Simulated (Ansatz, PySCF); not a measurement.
Energy difference R1 + R2 → P1 + P2, each structure at its B3LYP-D3(BJ)/def2-TZVP stationary point, reached from a drawn start (curvature not checked).
P1: F atom, charge 0, multiplicity 2.
P2: H2O (SMILES O), charge 0, multiplicity 1.
R1: OH (SMILES [OH]), charge 0, multiplicity 2.
R2, HF (SMILES F) (charge 0, multiplicity 1):
```xyz
2

H      0.0000     0.0000    -0.4622
F      0.0000     0.0000     0.4622
```

P less R. No zero-point or thermal terms; singlets are restricted closed shells; open shells are unrestricted; no spin–orbit coupling.

Correlated levels freeze the cores.

The values were computed with Ansatz (Gaussian orbitals); PySCF for M06-2X. All values are computed, each at the level named.

Problem. What reaction energy does M06-2X/def2-TZVPP give?

Solution. 62 kJ/mol

Problem. Estimate the reaction energy that PBE/def2-TZVPP returns for this input.

Solution. 72 kJ/mol

Problem. Give the reaction energy at the level CCSD(T)/cc-pVTZ.

Solution. 62 kJ/mol

Ansatz is a program for electronic structure.
